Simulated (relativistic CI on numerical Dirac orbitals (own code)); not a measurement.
Line list: Electric-dipole lines, La45+

Method of calculation: Dirac-Coulomb-Breit CI, KLI orbitals optimised for each configuration, model QED (radiative potential, 1s self-energy scaled to tabulated hydrogen-like ionisation energies), unscaled Slater integrals (own radial code, finite nucleus).

CI space (outside the closed core [Ne]): 3s², 3s3p, 3p², 3s3d, 3d², 3p3d, 3p4s, 3d4s, 3s4s, 3s4p, 3s4d, 3s4f, 3s5s, 3s5p, 3s5d, 3s5f, 4s², 3s5g, 3s6s, 3s6p, 3s6d. Levels of other configurations are missing.

```tsv
λ vac (nm)	Lower	Upper	A (s⁻¹)	log gf	S velocity/length
0.57253	3s3d ³D3 [11]	3s5f ³F°4 [70]	2.45e+13	0.04	0.97
0.71128	3s3p ³P°1 [3]	3s4d ³D2 [45]	2.58e+13	-0.01	0.97
0.74952	3s3p ³P°2 [4]	3s4d ³D3 [46]	3.37e+13	0.30	0.97
0.76184	3s3p ¹P°1 [6]	3s4d ¹D2 [47]	3.02e+13	0.12	0.98
0.80944	3s3d ³D1 [9]	3s4f ³F°2 [48]	5.90e+13	0.46	0.98
0.81181	3s3d ³D2 [10]	3s4f ³F°3 [49]	5.91e+13	0.61	0.98
0.82015	3s3d ³D3 [11]	3s4f ³F°4 [50]	6.92e+13	0.80	0.98
0.82318	3s3d ¹D2 [12]	3s4f ¹F°3 [51]	5.42e+13	0.59	0.97
1.7742	3s4d ³D2 [45]	3s5f ³F°3 [69]	1.01e+13	0.52	1.00
1.7942	3s4d ¹D2 [47]	3s5f ¹F°3 [71]	1.08e+13	0.56	1.00
1.7946	3s4d ³D3 [46]	3s5f ³F°4 [70]	1.16e+13	0.70	1.00
1.8697	3s4f ³F°2 [48]	3s5g ³G3 [72]	1.80e+13	0.82	1.00
1.8726	3s4f ³F°3 [49]	3s5g ³G4 [73]	1.78e+13	0.93	1.00
1.8783	3s4f ³F°4 [50]	3s5g ³G5 [74]	1.95e+13	1.05	1.00
1.8937	3s4f ¹F°3 [51]	3s5g ¹G4 [75]	1.85e+13	0.95	1.00
4.7771	3s3p ³P°1 [3]	3s3d ³D2 [10]	3.56e+11	-0.22	1.03
5.3807	3s² ¹S0 [1]	3s3p ¹P°1 [6]	3.86e+11	-0.30	1.00
5.6200	3s3d ³D2 [10]	3p3d ³F°3 [21]	2.81e+11	-0.03	1.00
5.8394	3s3p ¹P°1 [6]	3p² ³P2 [13]	3.35e+11	-0.07	1.00
7.0973	3p² ³P2 [13]	3p3d ¹F°3 [25]	2.21e+11	0.07	1.07
```

Terms are leading LS components. Brackets give the number of a level in order of energy, since labels repeat. The list gives strong lines, with weight on those to low levels. Levels whose partners in the same complex of configurations lie outside the list can be far off, and so can their lines. Rates are taken at the computed energies, electric ones in the length gauge. A velocity-to-length ratio far from 1 marks an uncertain rate.

At this charge energies of transitions that change n are usually good to better than 1 %, and those within a shell (Δn = 0) to a few per cent.

Task: From the table, what is the radiative lifetime of 3s5f ³F°4?

Result: The listed rates from this level add up to about 3.62e+13 s⁻¹, 100 % of its decay; with all channels τ = 2.76e-14 s.

LS names give the leading component of a level, which can be under half, so a name can repeat, a term be missing and a line seem to break the LS rules.
